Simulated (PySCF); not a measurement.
C₅H₁₂P₂S.
SMILES with atom numbers: `[CH3:1][P:2]1[CH2:3][CH2:4][PH:5](=[S:6])[CH2:7][CH2:8]1` (hydrogens: H9, H10, H11 on C1; H12, H13 on C3; H14, H15 on C4; H16 on P5; H17, H18 on C7; H19, H20 on C8)

Computed by this run: PBE0-D3(BJ)/def2-SVP geometry optimisation, gas phase (PySCF 2.14.0); density fitting, grid level 1; the optimiser is geomeTRIC in internal coordinates, started from a GFN2-xTB structure with every atom displaced at random (about 0.01 Å).

Geometry at step 1:
```
atom  x, y, z in Å
C1      2.6677    0.3479   -0.5961
P2      0.9362    0.0095   -1.1358
C3      0.5011   -1.3364    0.0720
C4     -1.0111   -1.6053    0.1146
P5     -1.9621   -0.2255    0.8462
S6     -3.8755   -0.5081    1.0110
C7     -1.4473    1.2112   -0.1748
C8      0.0622    1.4086   -0.2709
H9      3.0688    1.2022   -1.1587
H10     3.3011   -0.5362   -0.8319
H11     2.7427    0.5566    0.4813
H12     0.8752   -1.0955    1.0825
H13     1.0321   -2.2556   -0.2384
H14    -1.2545   -2.5177    0.6689
H15    -1.4209   -1.7262   -0.8972
H16    -1.2420    0.0153    2.0556
H17    -1.9078    1.0444   -1.1649
H18    -1.9477    2.0865    0.2675
H19     0.2788    2.3266   -0.8546
H20     0.4981    1.5618    0.7331
```

Task: What forces act on the atoms?

Result: 
| atom | Fx (eV/Å) | Fy (eV/Å) | Fz (eV/Å) |
| --- | --- | --- | --- |
| C1 | 0.204 | -0.357 | -0.138 |
| P2 | -0.057 | -0.055 | 0.053 |
| C3 | -0.155 | -0.284 | 0.015 |
| C4 | 0.443 | 0.217 | -0.056 |
| P5 | -0.020 | -0.002 | -0.118 |
| S6 | -0.013 | 0.028 | 0.022 |
| C7 | -0.029 | -0.049 | 0.007 |
| C8 | 0.109 | 0.251 | -0.127 |
| H9 | 0.029 | 0.044 | -0.013 |
| H10 | -0.221 | 0.322 | 0.062 |
| H11 | 0.007 | 0.018 | 0.066 |
| H12 | 0.024 | 0.059 | 0.026 |
| H13 | -0.070 | 0.093 | -0.018 |
| H14 | -0.079 | -0.123 | 0.158 |
| H15 | -0.089 | -0.076 | -0.141 |
| H16 | 0.003 | -0.002 | 0.033 |
| H17 | 0.009 | 0.021 | 0.055 |
| H18 | -0.020 | 0.036 | -0.027 |
| H19 | -0.065 | -0.133 | 0.145 |
| H20 | -0.009 | -0.007 | -0.003 |

The largest, 0.50 eV/Å, acts on C4; the rms over all components is 0.127 eV/Å. The forces sum to zero within rounding, as they must for an isolated molecule in no field.

Task: Give the force on C4 in Eh/bohr and in nN.

Result: 0.497 eV/Å ÷ 51.422 = 0.00966 Eh/bohr, and 0.497 eV/Å × 1.602 = 0.80 nN.

Task: How far is this geometry from the end of the optimisation?

Result: 0.019 eV above it, and 0.066 Å rms away after alignment. The bonds farthest from their final lengths, with half the difference of the two atoms' forces along the bond (positive lengthens):

| bond | now (Å) | final (Å) | force along bond (eV/Å) |
| --- | --- | --- | --- |
| C1–H10 | 1.113 | 1.101 | -0.41 |
| C3–C4 | 1.537 | 1.527 | -0.34 |
| C4–H14 | 1.095 | 1.102 | +0.25 |
| C8–H19 | 1.109 | 1.103 | -0.25 |
| C4–P5 | 1.829 | 1.833 | +0.03 |
| C4–H15 | 1.098 | 1.103 | +0.15 |

The angle farthest from its final value is P5–C4–H14, 108.1° against 105.9°.

Of the 2 listed bonds off by 0.010 Å or more, this force points towards the final length in 2.

What follows is the cost of the whole optimisation. The run took 2.5 min on Arm Neoverse V1, one thread, no GPU, shared host with 64 logical CPUs at a one-minute load of 14, and the process peaked at 0.87 GiB of memory.
